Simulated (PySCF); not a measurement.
Start geometry of `CNc1cn[nH]c1` from GFN2-xTB (Å):
```
atom  x, y, z in Å
C1    -2.045   -0.421   -0.355
N2    -1.126    0.681   -0.195
C3     0.207    0.385    0.043
C4     1.185    1.269    0.547
N5     2.373    0.699    0.580
N6     2.198   -0.529    0.114
C7     0.906   -0.776   -0.224
H8    -2.095   -1.079    0.524
H9    -3.039   -0.024   -0.553
H10   -1.732   -1.016   -1.213
H11   -1.471    1.410    0.415
H12    1.056    2.281    0.875
H13    2.982   -1.156    0.037
H14    0.600   -1.723   -0.617
```

**Question.** What comes out of this run: PySCF 2.14.0, LC-wPBE/6-31G* geometry optimisation, gas phase?

**Answer.** 
```
atom  x, y, z in Å
C1    -1.9891   -0.4771   -0.4834
N2    -1.1347    0.6684   -0.2873
C3     0.1980    0.4115    0.0305
C4     1.1697    1.3484    0.4520
N5     2.3494    0.7825    0.6338
N6     2.1631   -0.4933    0.3307
C7     0.8844   -0.7800   -0.0323
H8    -1.9920   -1.1754    0.3688
H9    -3.0121   -0.1394   -0.6622
H10   -1.6650   -1.0289   -1.3720
H11   -1.5439    1.3769    0.3042
H12    1.0428    2.4097    0.6236
H13    2.9404   -1.1301    0.3909
H14    0.5770   -1.7785   -0.3052
```

The energy falls by 0.025 eV over 8 energy and gradient evaluations, the largest force component goes from 0.0119 to 2.6e-04 Eh/bohr, and the atoms move by 0.108 Å rms after alignment. Among the bonds, C4–H12 and C7–H14 change most and about equally (+0.010 to +0.011 Å). Bonds longer at the end by more than 0.005 Å: 4 of 14; shorter: 0. Among the dihedrals that turn most is H11–N2–C3–C7, from 156° to 146°. Rotational constants go from 7692, 1962, 1588 to 7690, 1970, 1589 MHz. The orientation of the end geometry is arbitrary; only internal coordinates are fixed.

The run used 112 basis functions and 55 SCF cycles in all. Time: 1.8 min; peak memory 0.51 GiB. Hardware: an Intel Xeon Platinum 8259CL at 2.50 GHz with one thread, no GPU, shared host with 96 logical CPUs at a one-minute load of 45.

No frequency check. The numbers are those of one conformer.
